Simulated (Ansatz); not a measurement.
A substitution series on Ga: H to I

On one Ga centre, n of the H ligands are replaced by I. The atomisation energy (no zero-point term) y in kJ/mol at CCSD(T)/def2-TZVPP. Shapes, held fixed at every level: PBE0-D4/def2-TZVP. Programs: Ansatz 0.2.0.

```
molecule  n  y (kJ/mol)
    GaH3  0         832
   GaH2I  1         830
   GaHI2  2           ?
    GaI3  3         805
```

Fit y = c + s·n to the known rows and predict GaHI2.


1. Means of the 3 rows: n = 1.33333, y = 822.3.
2. Σ(Δn)² = 4.6667, Σ(Δn·Δy) = -44.333, so the slope is -44.333/4.6667 = -9.4999.
3. Intercept: 822.3 − (-9.4999) × 1.33333 = 835.0. The largest residual of the fit is 4.5.
4. GaHI2: 835.0 + (-9.4999) × 2 = 816 kJ/mol.

The run gave 821 kJ/mol, so the prediction is off by -5 kJ/mol, about the scatter of the fit. The step per swap changes from -2 to -16 kJ/mol along the series, so a line misses the bend: the ligands act on one another. The slope is only an average step. Other levels give for GaHI2: SPW92/def2-TZVPP 954; r2SCAN0-D4/def2-TZVPP 830; MP2/def2-SVP 793 kJ/mol. The series runs otherwise at MP2/def2-SVP, MP2/def2-TZVPP, PBE-D4/def2-TZVPP, PBE0-D4/def2-TZVPP, SPW92/def2-TZVPP, r2SCAN-D4/def2-TZVPP. Spin-orbit coupling of the free atoms (H 0, I 30 kJ/mol each; the atoms kept shift only the intercept) is left out. For atoms past krypton def2 sets carry core potentials with scalar relativity. Relativity is left out for Ga unless named. Correlated rows may include outer-core shells of Ga, I, which these sets cover unevenly.
